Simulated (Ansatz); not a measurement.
Si17H24⁻, a nanocrystal cut from cubic silicon. Charge -1, multiplicity 2. Geometry PBE-D4/def2-SVP, that of the neutral singlet; atoms count from 1.

Cartesian coordinates in Å:
```
Si 2.710 -0.834 3.454
Si 2.921 1.163 -0.400
Si -2.463 -2.374 -2.153
Si 0.233 0.252 -2.906
Si 0.226 -1.516 0.486
Si 0.143 1.867 2.277
Si -2.543 1.019 -0.356
Si 0.142 3.665 -1.092
Si 1.471 -2.442 2.256
Si -1.107 -3.228 -0.429
Si 1.598 -0.614 -1.193
Si 1.372 1.001 4.088
Si 1.522 2.773 0.599
Si -1.088 -1.462 -3.832
Si -3.866 -0.696 -1.279
Si -1.157 1.934 -2.023
Si -1.180 0.155 1.354
H 3.286 -1.471 4.696
H 3.860 -0.353 2.607
H 3.611 1.806 -1.579
H 3.980 0.686 0.560
H -3.309 -3.481 -2.740
H 1.117 0.861 -3.972
H -0.759 2.974 2.775
H -3.419 2.114 0.210
H 0.991 4.306 -2.162
H -0.764 4.721 -0.506
H 2.392 -3.512 1.723
H 0.494 -3.096 3.203
H -0.220 -4.325 -0.964
H -1.967 -3.809 0.667
H 2.468 -1.715 -1.755
H 2.239 2.075 4.697
H 0.396 0.535 5.139
H 2.366 3.874 1.197
H -0.200 -2.540 -4.403
H -1.940 -0.910 -4.948
H -4.737 -0.137 -2.378
H -4.762 -1.283 -0.217
H -2.023 2.479 -3.136
H -2.037 -0.464 2.436
```

Single mean-field runs in def2-TZVP are fitted with def2-universal-jkfit. The highest occupied level of the charge -1 doublet lies above zero (up to 0.52 eV). By energy differences its removal costs 0.54 eV (vertical, to the charge 0 singlet, at PBE0-D4/def2-TZVP); self-interaction error and the lack of diffuse functions both raise the level.

**Question.** Estimate the Mulliken populations of the heavy atoms from the PBE0/def2-TZVP orbitals of Ansatz.

**Answer.** 
| atom | charge (e) | spin (α − β) |
| --- | --- | --- |
| Si1 | -0.03 | 0.06 |
| Si2 | -0.06 | 0.08 |
| Si3 | -0.01 | 0.08 |
| Si4 | -0.03 | 0.10 |
| Si5 | 0.02 | 0.17 |
| Si6 | -0.04 | 0.11 |
| Si7 | -0.03 | 0.11 |
| Si8 | -0.01 | 0.00 |
| Si9 | -0.05 | 0.07 |
| Si10 | -0.05 | 0.05 |
| Si11 | 0.04 | -0.01 |
| Si12 | 0.00 | 0.00 |
| Si13 | 0.03 | 0.00 |
| Si14 | -0.01 | 0.01 |
| Si15 | -0.01 | 0.01 |
| Si16 | 0.02 | 0.00 |
| Si17 | 0.04 | -0.01 |
Mulliken values and Mayer orders depend strongly on the basis.

**Question.** Where does the spin sit?

**Answer.** Summed by element: Si 0.83, H 0.17, of 1 unpaired in all. Largest on single atoms: Si5 0.17, Si6 0.11, Si7 0.11.

**Question.** And the Mayer bond orders between bonded heavy atoms (over 0.3)?

**Answer.** Si1–Si9 0.98 (2.36 Å); Si1–Si12 0.96 (2.36 Å); Si2–Si11 0.94 (2.35 Å); Si2–Si13 0.95 (2.35 Å); Si3–Si10 0.97 (2.35 Å); Si3–Si14 0.95 (2.35 Å); Si3–Si15 0.95 (2.36 Å); Si4–Si11 0.92 (2.36 Å); Si4–Si14 0.94 (2.35 Å); Si4–Si16 0.94 (2.35 Å); Si5–Si9 0.89 (2.35 Å); Si5–Si10 0.90 (2.35 Å); Si5–Si11 0.93 (2.35 Å); Si5–Si17 0.92 (2.35 Å); Si6–Si12 0.94 (2.35 Å); Si6–Si13 0.94 (2.35 Å); Si6–Si17 0.90 (2.35 Å); Si7–Si15 0.95 (2.35 Å); Si7–Si16 0.94 (2.35 Å); Si7–Si17 0.92 (2.35 Å); Si8–Si13 0.95 (2.36 Å); Si8–Si16 0.95 (2.36 Å).
